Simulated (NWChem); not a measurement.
# CH7BN2O; SMILES COB(N)N

```xyz
12

B      0.0256    -0.5200    -0.0001
O      0.7154     0.6782    -0.0003
C      0.0546     1.9010    -0.0003
H     -0.5825     2.0380     0.8951
H      0.8013     2.7101    -0.0013
H     -0.5842     2.0371    -0.8946
N     -1.3968    -0.5592    -0.0006
H     -1.9752     0.2666     0.0024
H     -1.9242    -1.4189     0.0013
N      0.8185    -1.6968     0.0006
H      0.4522    -2.6355    -0.0028
H      1.8259    -1.6383    -0.0023
```
Atoms are numbered in this order, from 1.

All runs use the structure optimised with PBE0/def2-SVP.

Q: Give the principal values of the shielding tensors (ppm) of B1, O2, C3, N7, N10 from LDA (Slater exchange, VWN5)/pcSseg-1, GIAO (NWChem), with their diamagnetic and paramagnetic parts as GIAO splits them.

A: 
```tsv
atom	σ11	σ22	σ33	isotropic	diamagnetic	paramagnetic
B1	55.6	70.5	91.9	72.6	196.6	-124.0
O2	159.7	318.2	354.4	277.4	393.3	-115.9
C3	98.6	103.0	183.2	128.3	247.8	-119.6
N7	196.9	220.1	251.1	222.7	317.5	-94.8
N10	187.1	200.8	267.8	218.5	317.3	-98.7
```
